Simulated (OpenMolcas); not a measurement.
**d6 ions of charge +3 down a group with 6 water ligands in octahedral coordination**

```
Program             : OpenMolcas
Method              : SS-CASPT2, IPEA 0.25 Eh, imaginary shift 0.1 Eh
Spin-orbit coupling : state interaction with AMFI integrals over the reference wave functions
```

The d shell is active; CASPT2 correlates the ligand valence shells and the outer metal core. Anionic complexes are neutralised by point charges behind the ligands. Distances were set from a Shannon-type radius of the metal (high-spin where two are listed) plus a fixed donor radius (H2O 1.36 Å). Ligand basis ANO-RCC-VDZP, DKH2 Hamiltonian. States (labels of O, taken over from Oh, the nearest higher group). Energies in cm-1 above the lowest state or level, χT in cm3 K/mol; under a threefold ground state the first gap can be a small split of the lowest multiplet, not the spin-orbit step. Spin-only χT is S(S+1) / 2 for the spin of the ground state.

| Ion | Shell | R (Å) | Metal basis | Ground state | First state of that spin | First gap with spin-orbit (degeneracies) | χT at 300 K | First state of another spin | Spin-only χT |
| --- | --- | --- | --- | --- | --- | --- | --- | --- | --- |
| Co3+ | 3d6 | 1.97 | ANO-RCC-VDZP | 5T2 | 5E 14000 | 250 (3, 2) | 4.119 | 1A1 2940 | 3.000 |
| Rh3+ | 4d6 | 2.03 | ANO-RCC-VTZP | 1A1 | 1T1 20890 | 15900 (1, 2) | 0.035 | 2S+1 = 3: 16450 | 0.000 |
| Ir3+ | 5d6 | 2.04 | ANO-RCC-VDZP | 1A1 | 1T1 26910 | 20440 (1, 2) | 0.025 | 3T1 22550 | 0.000 |

The rows also differ in their metal basis, so part of each step comes from that.

Below the highest spin of the shell: Rh3+, Ir3+. χT departs most from the spin-only value for Co3+, by +1.119 cm3 K/mol.

Roots that are degenerate in the reference are averaged as groups; the widest CASPT2 spread within a group is 1100 cm-1 (the 3-fold group of multiplicity 1 near 13600 cm-1 above the lowest state of its run, Co3+). Shifts and gaps below about the spread of the groups concerned are not significant. Over all roots computed the reference weight is 0.65 to 0.71 in Co3+, 0.67 to 0.69 in Rh3+, 0.69 to 0.70 in Ir3+; the roots of lowest weight are the least certain, and an intruder state may touch them. Ligand-to-metal charge-transfer states are missing. With no ligand orbital active B as a rule stays too high, so bands that hang on it stand too high and its fall with covalency is understated. With one d shell and no ligand orbital active, 10Dq can be off by a tenth or more. An orbital triplet at a regular site is open to Jahn-Teller coupling, which can distort the site and quench the lowest spin-orbit gaps and is left out (holds for Co3+). This shell can be high or low spin here, a state of another spin lies low, and with metal d orbitals alone active their balance is uncertain, so the ground spin may be wrong (holds for Co3+). A single d shell leaves out the double-shell effect, which counts most for late 3d ions, where the CASPT2 field can be off either way by tens of per cent (holds for Co3+). These CASPT2 states fit no ligand-field parameters well, so their order and spin gaps are uncertain (holds for Co3+). The least metal-like active orbital is 79 % on the metal (Löwdin) and no ligand orbital is active, so the numbers are rough (holds for Rh3+). The least metal-like active orbital is 77 % on the metal (Löwdin) and no ligand orbital is active, so the numbers are rough (holds for Ir3+). No measured value stands beside these numbers; the geometry was imposed, not optimised, and the real ion may take another.

A state without a sure symmetry label is named by its multiplicity alone.
